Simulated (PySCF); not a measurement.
Computed with B3LYP-D3(BJ)/def2-TZVP (PySCF 2.14.0). All species are isolated molecules in the gas phase. One relaxed conformer stands for a flexible species; it need not be the lowest. B3LYP has the VWN-RPA correlation part, as in Gaussian. 

Reference species (SMILES): `C1=[SiH]CC1` (neutral, multiplicity 1).

```
Quantity          Value
-------------  --------
HOMO           -5.73 eV
HOMO–LUMO gap   4.74 eV
LUMO           -0.99 eV
```

Changed species: `C=C[SiH]=C` (C–C–Si–C torsion 14°).

Question: What does the change do to the HOMO, HOMO–LUMO gap and LUMO?

Answer: the HOMO decreases by 0.26 eV, to -5.99 eV; the HOMO–LUMO gap decreases by 0.56 eV, to 4.18 eV; the LUMO falls by 0.82 eV, to -1.81 eV.
